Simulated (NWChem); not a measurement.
Everything below was run with NWChem. System: HfO₂, charge 1, spin multiplicity 2, at the geometry of a parent with another charge or spin, in a state set for the comparison that need not be this species' ground state. Its SCF solution wasn't tested for a lower state. Level: UBHandHLYP/def2-TZVP with def2 effective core potentials on Hf.

Job file:

```
start mol
memory heap 200 mb stack 900 mb global 1100 mb
charge 1
geometry units angstroms nocenter noautoz
  Hf     0.000000     0.000000    -0.197780
  O     -1.432165     0.000000     0.890009
  O      1.432165     0.000000     0.890009
  symmetry group C2v
end
basis spherical
  * library def2-tzvp
end
ecp
  Hf library def2-ecp
end
dft
  xc bhlyp
  odft
  mult 2
  semidirect memsize 60000000 filesize 0
  iterations 100
end
task dft energy
```

Output (cleaned and shortened):

```
             Northwest Computational Chemistry Package (NWChem) 7.3.0
             --------------------------------------------------------

                                NWChem Input Module
                                -------------------

 Scaling coordinates for geometry "geometry" by  1.889725989
 (inverse scale =  0.529177249)

 Turning off AUTOSYM since
 SYMMETRY directive was detected!

                             Geometry "geometry" -> ""
                             -------------------------

 Output coordinates in angstroms (scale by  1.889725989 to convert to a.u.)

  No.       Tag          Charge          X              Y              Z
 ---- ---------------- ---------- -------------- -------------- --------------
    1 Hf                  72.0000     0.00000000     0.00000000    -0.19778000
    2 O                    8.0000    -1.43216500     0.00000000     0.89000900
    3 O                    8.0000     1.43216500     0.00000000     0.89000900

 Effective nuclear repulsion energy (a.u.)     350.7912972286

            Nuclear Dipole moment (a.u.)
            ----------------------------
        X                 Y               Z
 ---------------- ---------------- ----------------
     0.0000000000     0.0000000000    -0.0000302356

      Symmetry information
      --------------------

 Group name             C2v
 Group number             16
 Group order               4
 No. of unique centers     2

      Symmetry unique atoms

     1    2


 Summary of "ao basis" -> "" (spherical)
 ------------------------------------------------------------------------------
       Tag                 Description            Shells   Functions and Types
 ---------------- ------------------------------  ------  ---------------------
 *                         def2-tzvp                  on all atoms

                                 NWChem DFT Module
                                 -----------------

 Summary of "ao basis" -> "ao basis" (spherical)
 ------------------------------------------------------------------------------
       Tag                 Description            Shells   Functions and Types
[...]
    beta      2      1      3      4      5      6      7      8     13      9
 overlap   1.000  1.000  1.000  0.999  0.999  1.000  0.999  0.999  0.923  0.903

   alpha     11     12     13     14     15     16     17     18     19     20
    beta     14     10     11     12     15     16     17     18     19     20
 overlap   0.890  0.998  0.968  0.999  0.998  0.999  0.993  0.998  0.989  0.999

   alpha     21     22     23     24     25     26     27     28     29     30
    beta     21     22     24     23     25     26     27     28     29     30
 overlap   0.908  0.923  0.999  0.989  1.000  1.000  0.952  0.971  1.000  1.000

   alpha     31     32     33     34     35     36     37     38     39     40
    beta     31     32     34     33     35     36     37     38     39     40
 overlap   0.987  0.999  0.981  1.000  0.999  0.916  0.907  0.997  1.000  0.991

   alpha     41     42     43     44     45     46     47     48     49     50
    beta     41     42     43     44     45     47     46     48     49     50
 overlap   0.999  1.000  1.000  0.996  0.999  0.995  0.999  1.000  1.000  0.998

   alpha     51     52     53     54     55     56     57     58     59     60
    beta     51     52     53     54     55     56     57     58     60     59
 overlap   1.000  0.998  0.999  1.000  0.998  0.999  1.000  1.000  1.000  1.000

   alpha     61     62     63     64     65     66     67     68     69     70
    beta     61     62     63     66     64     65     67     68     69     70
 overlap   0.998  0.999  0.998  0.999  1.000  1.000  0.996  0.997  0.999  0.999

   alpha     71     72     73     74     75     76     77     78     79     80
    beta     71     73     72     74     75     77     76     78     83     79
 overlap   1.000  0.853  0.924  0.978  0.980  0.976  0.873  0.853  0.948  0.943

   alpha     81     82     83     84     85     86     87     88     89     90
    beta     81     82     80     84     85     86     87     88     89     92
 overlap   0.929  0.948  0.984  0.935  0.978  0.999  0.997  0.997  0.999  0.999

   alpha     91     92     93     94     95     96     97     98     99    100
    beta     90     91     93     94     95     96     97     98     99    100
 overlap   0.999  0.999  0.984  0.984  0.998  1.000  1.000  1.000  1.000  1.000

   alpha    101    102
    beta    101    102
 overlap   1.000  1.000

     --------------------------
     Expectation value of S2:
     --------------------------
      <S2> =      0.8512 (Exact =     0.7500)

 center of mass
 --------------
 x =   0.00000000 y =   0.00000000 z =  -0.06347322

 moments of inertia (a.u.)
 ------------------
         114.772255825035           0.000000000000           0.000000000000
           0.000000000000         349.084821752930           0.000000000000
           0.000000000000           0.000000000000         234.312565927896

     Multipole analysis of the density
     ---------------------------------

     L   x y z        total         alpha         beta         nuclear
     -   - - -        -----         -----         ----         -------
     0   0 0 0      1.000000    -14.000000    -13.000000     28.000000

     1   1 0 0      0.000000      0.000000      0.000000      0.000000
     1   0 1 0      0.000000      0.000000      0.000000      0.000000
     1   0 0 1     -2.610603    -13.674123    -11.361451     22.424970

     2   2 0 0    -24.958807    -75.894151    -66.258221    117.193565
     2   1 1 0      0.000000      0.000000      0.000000      0.000000
     2   1 0 1     -0.000000      0.000000     -0.000000      0.000000
     2   0 2 0    -17.164249     -8.527588     -8.636661      0.000000
     2   0 1 1      0.000000      0.000000      0.000000      0.000000
     2   0 0 2    -19.045780    -35.059669    -30.921536     46.935425

 Task  times  cpu:        2.8s     wall:        2.8s

 Total times  cpu:        2.9s     wall:        2.9s
```
